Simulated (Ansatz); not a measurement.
The first iterations of a band of C$_{2}$H$_{8}$AlB (12 atoms, charge 0, multiplicity 1).

Theory: Ansatz 0.2.0, RKS BHLYP/def2-SVP.

```
movable images  : 5
climbing image  : yes
spring          : 5.0 eV/Å²
optimiser       : quadratic models (default)
start path      : straight line
force threshold : 0.05 eV/Å
iteration limit : 60
end points      : relaxed
```

First end point:

```xyz
12
Properties=species:S:1:pos:R:3
B -1.151 1.689 -0.215
C -1.338 0.324 0.421
Al 0.484 -0.381 0.757
C 1.488 -1.304 -0.636
H -0.989 1.802 -1.402
H -1.068 2.682 0.460
H -1.804 0.319 1.411
H -1.755 -0.443 -0.243
H 1.076 -0.245 2.213
H 1.661 -2.353 -0.363
H 2.481 -0.855 -0.758
H 0.992 -1.290 -1.611
```

Last end point:

```xyz
12
Properties=species:S:1:pos:R:3
B -1.711 1.128 -0.153
C -1.270 -0.061 0.678
Al 0.712 -0.039 0.665
C 1.727 -0.848 -0.790
H -1.816 1.043 -1.350
H -1.878 2.209 0.349
H -1.520 -0.017 1.742
H -1.488 -1.041 0.237
H 1.456 0.590 1.906
H 1.096 -1.283 -1.571
H 2.393 -1.635 -0.416
H 2.376 -0.102 -1.264
```

| iteration | highest image above the first end (eV) | largest band force component (eV/Å) |
| --- | --- | --- |
| 1 | 15.880 | 41.006 |
| 2 | 4.319 | 15.788 |
| 3 | 1.797 | 6.440 |

**Question.** Does the band converge within its limit, and where does its top end?

**Answer.** The run converged. It ended after 9 iterations with the highest image 0.005 eV above the first end. The top lies less than 8 meV above the higher end, about what the thresholds resolve: the motion is nearly free. Another band between the same ends (5 images) ends at a top of the same energy, where a vibrational analysis finds 1 clearly imaginary mode.

Run time: 2.3 min on 2 threads of Intel(R) Xeon(R) CPU @ 2.80GHz (Skylake/Cascade Lake), with other jobs on the host, peak memory 0.22 GiB.
